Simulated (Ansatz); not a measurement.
Ansatz results at the PBE0-D4/def2-TZVP geometry: HOMO energy (ωB97M-V/def2-TZVPP) -9.69 eV; HOMO energy (PBE0/def2-TZVPP) -7.48 eV; size of the dipole moment (ωB97M-V/def2-TZVPP) 2.53 D.

Question: Which molecule gave them?
A. `SC1C[SiH2]1`
B. `F[C@H]1O[Si@H]1[GeH3]`
C. `C1=N[SiH2]O[SiH2]1`
D. `FC1[O][GeH2][SiH2]1`

Answer: B. The others give `FC1[O][GeH2][SiH2]1`: -10.03, -7.81, 2.74; `SC1C[SiH2]1`: -8.55, -6.41, 1.60; `C1=N[SiH2]O[SiH2]1`: -9.35, -7.08, 1.28.
